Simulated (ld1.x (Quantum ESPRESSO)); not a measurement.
Configuration tests for Ba (TM)

| Item | Value |
| --- | --- |
| Element | barium (Ba) |
| Generator | ld1.x (Quantum ESPRESSO) 7.5 |
| Type | norm-conserving Troullier–Martins (Kleinman–Bylander form) |
| Functional | PBEsol |
| Relativity | fully relativistic |
| Frozen core | [Kr] 4d10 5s2 |
| Valence charge | 8 |
| Reference configuration | 5p6 5d0 6s2 6p0 |
| Partial waves | 5p (bound): rc 2.90 bohr; 5d (bound, empty): rc 2.60 bohr; 6s (bound): rc 3.75 bohr |
| Local potential | the s channel |
| Core correction | Bessel-smoothed model core inside 2.22 bohr |

Open shells are filled in proportion to 2j + 1 (rel_dist='average').

Energies are relative to the spin-unpolarised reference configuration 5p6 5d0 6s2 6p0; without spin polarisation the order of configurations can differ from experiment.

```tsv
valence configuration	charge	ΔE all-electron (eV)	error AE − PS (meV)
5p6 5d0 6s1 6p0	+1	5.380	+2.8
5p6 5d0 6s0 6p0	+2	15.272	-5.1
5p6 5d0 6s1.5 6p0	+0.5	2.146	+0.7
5p6 5d0 6s0 6p2	0	4.157	-648
5p6 5d0 6s0 6p1	+1	7.968	-484
5p6 5d0 6s1 6p1	0	2.044	-284
```

Q: What are ΔE and the potential's error for 5p5 5d0 6s2 6p0?

A: ΔE = 23.352 eV all-electron; the error (AE − PS) is -184 meV.
